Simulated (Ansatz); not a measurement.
Basis-set extrapolation for C₂H₉BClNSi, SMILES `BN(CC)[SiH2]Cl` (PBE0-D4/def2-TZVP geometry, frozen core, Ansatz). Multiplicity 1, RHF reference.

```
                      def2-TZVPP   def2-QZVPP
                 HF  -908.735760  -908.765596
    MP2 correlation    -0.975262    -1.047226
CCSD(T) correlation    -1.086114      not run
```

Energies in hartree. Use E(X) = E(∞) + A·exp(−7.88·√X) for Hartree–Fock and E(X) = E(∞) + B·X^(−2.97) for correlation, with X = 3 and 4, and add CCSD(T) minus MP2 of the smaller set to the MP2 limit.

Q: What is the CCSD(T) energy at the basis-set limit?

A: HF limit: -908.765596 + (-0.029836) × 0.13774 = -908.76971. MP2 limit: -1.047226 + (-0.071964) × 0.74074 = -1.10053. Higher-order term: -1.086114 − (-0.975262) = -0.11085. Total: -909.98109 hartree, 99.9 kcal/mol below CCSD(T)/def2-TZVPP.
